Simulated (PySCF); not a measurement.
Si(H)(Me)(OMe)(NH2) (C2H9NOSi), SMILES CO[SiH](C)N.

Coordinates come from a B3LYP-D3(BJ)/def2-SVP optimisation. Other conformers were not sampled.

Computed with B3LYP/def2-TZVP (PySCF).

Isolated molecule, no solvent.

**Question.** Estimate the frontier levels, gap, dipole moment and polarisability. (The exact figures need the calculation; the answer reports its results.)

**Answer.** 
The highest occupied level comes out as -7.15 eV and the lowest empty level is 0.56 eV. The orbital gap is 7.71 eV and the dipole moment comes out as 1.51 D. The quadrupole, principal values (traceless, Buckingham form, about the centre of nuclear charge) is -4.51, 1.05, 3.46 D·Å, the mean static polarisability is 61.5 bohr³ (9.11 Å³) and the polarisability, principal values comes out as 56.1, 59.9, 68.5 bohr³.
